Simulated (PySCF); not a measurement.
# Distorted geometries of Hf(NH2)4

Hf(NH2)4 (singlet). PySCF 2.14.0, RKS BP86, Hf def2-SVP with ECP60, N def2-SVP, H def2-SVP; non-relativistic Hamiltonian with scalar-relativistic core potentials where named; density fitting; no spin-orbit coupling. Relaxed geometry:

```xyz
13

Hf    0.0000    0.0000    0.0000
N     1.2089    1.2300    1.1283
H     2.0681    0.9045    1.5917
H     1.1363    2.2421    1.2862
N    -1.2090   -1.1282    1.2300
H    -1.1362   -1.2864    2.2421
H    -2.0681   -1.5917    0.9045
N     1.2089   -1.2300   -1.1283
H     1.1363   -2.2421   -1.2862
H     2.0681   -0.9045   -1.5917
N    -1.2090    1.1282   -1.2300
H    -2.0681    1.5917   -0.9045
H    -1.1362    1.2864   -2.2421
```

Task: Order these distorted geometries by energy above the relaxed one, lowest first.
A.
```xyz
13

Hf   -0.0685   -0.0334    0.0951
N     1.1831    1.2576    1.1004
H     2.0717    0.8898    1.6006
H     1.1756    2.1334    1.2670
N    -1.1754   -0.9980    1.2008
H    -1.1184   -1.2577    2.2991
H    -2.0612   -1.6413    1.0176
N     1.1413   -1.2648   -1.1090
H     1.1317   -2.1990   -1.3443
H     2.0563   -0.8482   -1.5086
N    -1.2567    1.0734   -1.3772
H    -2.0398    1.5952   -0.9657
H    -1.0396    1.2929   -2.2759
```
B.
```xyz
13

Hf   -0.0146   -0.1366    0.3364
N     1.1684    1.3168    1.0161
H     2.1639    0.8964    1.7102
H     1.1178    2.2680    1.2813
N    -1.1408   -0.9172    1.1804
H    -1.0794   -1.5675    2.1610
H    -1.9133   -1.6471    0.8955
N     1.1840   -1.3045   -1.4269
H     1.0692   -2.4108   -1.3557
H     2.0062   -0.8701   -1.3845
N    -1.3648    1.2425   -1.2380
H    -2.0632    1.6667   -0.8655
H    -1.1335    1.4635   -2.3102
```
C.
```xyz
13

Hf   -0.0942   -0.0731   -0.1232
N     1.1012    1.1724    1.0902
H     2.0786    0.8467    1.6030
H     1.1579    2.3170    1.3142
N    -1.1449   -1.1311    1.2424
H    -1.2003   -1.3210    2.2264
H    -2.0219   -1.5625    0.9413
N     1.1447   -1.3066   -1.0782
H     1.2707   -2.1727   -1.2517
H     2.0428   -0.9116   -1.5735
N    -1.1814    1.2834   -1.1863
H    -2.1032    1.5396   -0.9889
H    -1.0499    1.3194   -2.2157
```

Result: C (1.65 eV), A (2.11 eV), B (8.98 eV).

Task: Which forces (eV/Å) act in the one that lies 8.98 eV up?

Result: 
```
Hf   14.49  11.94 -19.33
N     4.61  -2.39   3.42
H    -3.44   1.47  -2.33
H    -0.07   1.84   0.48
N   -16.98 -15.98  15.30
H     0.09   2.44  -1.80
H     0.98   1.79  -0.42
N    -7.85  -3.67   2.67
H     1.24   2.85  -0.43
H     5.56   1.59  -0.01
N     8.71  -5.51  -3.55
H    -6.59   4.17   2.85
H    -0.74  -0.54   3.15
```
Forces carry noise of the integration grid, about 0.01 to 0.03 eV/Å.
